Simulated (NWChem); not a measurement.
System: GaH₂S₂Cl; SMILES [SH][Ga]([SH])[Cl]

```xyz
6

Ga     0.0000     0.0000     0.0048
Cl     0.0000     0.0000    -2.1359
S      1.9595     0.0000     0.9902
H      1.4408     0.0000     2.2384
S     -1.9595     0.0000     0.9902
H     -1.4408     0.0000     2.2384
```
Atoms are numbered in this order, from 1.

Program: NWChem. Medium grid unless said otherwise, to which SCAN and Minnesota functionals are sensitive. Structure relaxed at the PBE0/def2-SVP level. Total energies of different functionals are on different scales.

| level | energy (Ha) | highest occupied level (eV) | orbital gap (eV) | dipole (D) |
|---|---|---|---|---|
| B3LYP/def2-TZVP | -3182.9161 | -7.67 | 6.08 | 2.52 |
| PBE/def2-TZVP | -3181.9949 | -6.71 | 4.50 | 2.48 |
| M06/def2-TZVP | -3182.7223 | -7.87 | 6.41 | 2.52 |
| MPW1K/def2-TZVP | -3183.0011 | -8.85 | 8.20 | 2.61 |
| BLYP/def2-TZVP | -3182.8757 | (withheld) | (withheld) | 2.44 |
| B97-D/def2-TZVP | -3183.8164 | -6.67 | 4.50 | 2.49 |
| TPSS/def2-TZVP | -3182.8768 | -6.82 | 4.76 | 2.49 |

Task: Some entries are withheld; supply them.

Result: 
- BLYP/def2-TZVP, highest occupied level (eV): -6.52
- BLYP/def2-TZVP, orbital gap (eV): 4.38
